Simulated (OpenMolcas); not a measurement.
**F2+: effect of the active space**

```
Program             : OpenMolcas 26.06
Method              : CASSCF or its RAS form
Basis               : ANO-R2
Scalar Hamiltonian  : X2C, finite nucleus
Spin-orbit coupling : state interaction with AMFI integrals over the reference wave functions, term energies averaged over their components
```

A. 3 electrons in 3 orbitals (2p); 2S+1 = 4 odd, 1 root; 2S+1 = 2 odd, 8 roots; cost of the order of 2.2 core-seconds
B. 5 electrons in 4 orbitals (2s 2p); 2S+1 = 4 odd, 1 root; 2S+1 = 2 odd, 8 roots; 2S+1 = 4 even, 3 roots; 2S+1 = 2 even, 9 roots; cost of the order of 9 core-seconds
C. 5 electrons in 8 orbitals (2s 2p 3s 3p); 2S+1 = 4 odd, 1 root; 2S+1 = 2 odd, 8 roots; 2S+1 = 4 even, 3 roots; 2S+1 = 2 even, 9 roots; cost of the order of 17 core-seconds
D. 5 electrons in 9 orbitals (RAS2 2s 2p; RAS3 3d, at most 2 electrons); 2S+1 = 4 odd, 1 root; 2S+1 = 2 odd, 8 roots; 2S+1 = 4 even, 3 roots; 2S+1 = 2 even, 9 roots; cost about 22 core-seconds

Energies in cm⁻¹ above 2s² 2p³ ⁴S°_3/2.

```csv
Level,A,B,C,D
2s² 2p³ ⁴S°_3/2,0.0,0.0,0.0,0.0
2s² 2p³ ²D°_3/2,37876,37868,37989,37082
2s² 2p³ ²D°_5/2,37882,37880,38011,37091
2s² 2p³ ²P°_1/2,62825,51985,51143,55443
2s² 2p³ ²P°_3/2,62834,51984,51161,55439
```

Among A to D the level of the table that moves most is 2s² 2p³ ²P°_1/2, by 12000 cm-1 (lowest in C, highest in A).

With the s shell closed, the reference lacks s² → p² mixing (holds for A). Active for correlation alone: 3p 3s; no level in the range computed is led by a configuration that fills them, so any true level of that kind is missing (holds for C). Active for correlation alone: 3d; no level in the range computed is led by a configuration that fills it, so any true level of that kind is missing (holds for D). Only configurations of the active space appear. The table leaves out levels that lie high or whose names do not pair safely across all columns.

° marks odd parity.
